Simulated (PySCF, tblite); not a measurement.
Isomers of C6H10FO (doublet state), one GFN2-xTB conformer each. Single-point energies are computed at B3LYP/pcH-1 (PySCF, gas phase, no added dispersion term), electronic only. GFN2-xTB treats the open shell by occupation alone, and not every SCF solution was tested for stability.

Question: Rank them by B3LYP/pcH-1 energy, lowest first (kcal/mol).
A. `[F:1][CH2:2][C:3]1[CH2:4][CH2:5][O:6][CH2:7][CH2:8]1` (doublet state) with F1–C2–C3–C4 75°, C2–C3–C4–C5 -99°, C3–C4–C5–O6 -55°, C4–C5–O6–C7 61°, C5–O6–C7–C8 -62°
B. `[CH3:1][O:2][C@@H:3]([F:4])[C:5]1[CH2:6][CH2:7][CH2:8]1` (doublet state) with C1–O2–C3–F4 65°, O2–C3–C5–C6 161°
C. `[CH2:1][C@H:2]([CH2:3][F:4])[CH2:5][C:6]([CH3:7])=[O:8]` (doublet state) with H–C1–C2–C3 8° and -179°, C1–C2–C3–F4 -64°, C1–C2–C5–C6 -164°, C2–C5–C6–C7 -164°
D. `[CH3:1][CH2:2][C@H:3]1[CH2:4][O:5][C:6]1[CH2:7][F:8]` (doublet state) with C1–C2–C3–C4 78°, O5–C6–C7–F8 87°
E. `[F:1][C:2]1[CH2:3][CH2:4][CH2:5][CH2:6][O:7][CH2:8]1` (doublet state) with F1–C2–C3–C4 76°, C2–C3–C4–C5 71°, C3–C4–C5–C6 -59°, C4–C5–C6–O7 75°
F. `[CH2:1]=[CH:2][C:3]([CH3:4])[CH2:5][O:6][CH2:7][F:8]` (doublet state) with C1–C2–C3–C4 180°, C2–C3–C5–O6 -177°, C3–C5–O6–C7 -177°, C5–O6–C7–F8 -68°

Answer: C (0.0), F (3.3), A (3.8), E (4.2), D (18.4), B (20.6).

As drawn, the highest has a four-membered ring, which the lowest lacks. Neighbours under 5.0 kcal/mol apart ([CH2][C@H](CF)CC(C)=O and C=C[C](C)COCF; C=C[C](C)COCF and FC[C]1CCOCC1; FC[C]1CCOCC1 and F[C]1CCCCOC1; CC[C@H]1CO[C]1CF and CO[C@@H](F)[C]1CCC1) can change places with a better method, another conformer or zero-point energy. GFN2-xTB itself gives, in the same order: 20.6, 14.2, 0.0, 2.7, 16.0, 17.6. GFN2-xTB puts FC[C]1CCOCC1 lowest instead; measured from each level's own lowest isomer, the values differ by up to 20.6 kcal/mol ([CH2][C@H](CF)CC(C)=O: 20.6 against 0.0).

What happens when harmonic zero-point energies from GFN2-xTB frequencies are added?

```tsv
SMILES	ZPE (kcal/mol)	electronic (kcal/mol)	with ZPE (kcal/mol)
[CH2][C@H](CF)CC(C)=O	89.9	0.0	0.0
C=C[C](C)COCF	90.5	3.3	3.9
FC[C]1CCOCC1	93.6	3.8	7.5
F[C]1CCCCOC1	93.8	4.2	8.1
CC[C@H]1CO[C]1CF	92.7	18.4	21.1
CO[C@@H](F)[C]1CCC1	91.4	20.6	22.1
```

The zero-point energies span 3.9 kcal/mol. The order is unchanged.
